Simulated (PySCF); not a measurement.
Ne⁺: ionisation energy

Ne⁺ [He] 2s2 2p5 (2P) → Ne²⁺ [He] 2s2 2p4 (3P), as a difference of total energies. All numbers are calculated (PySCF 2.14, the spin-free X2C one-electron Hamiltonian (Gaussian nucleus), in x2c-TZVPPall with one added diffuse shell each of s, p, d type (6s4p3d1f, 40 functions)). Correlated levels: valence and next inner shell: nothing frozen. The calculations carry no spin-orbit coupling.

Q: Order these methods by the ionisation energy they give, lowest first.
A. MP2 (valence and next inner shell)
B. CCSD(T) (valence and next inner shell)
C. UHF
D. CCSD (valence and next inner shell)

A: C (39.269 eV), D (40.667 eV), B (40.693 eV), A (40.733 eV).

Errors of the correlated levels include the incompleteness of this basis.

For comparison: 40.963 eV (measured; NIST Atomic Spectra Database, ionization energies).
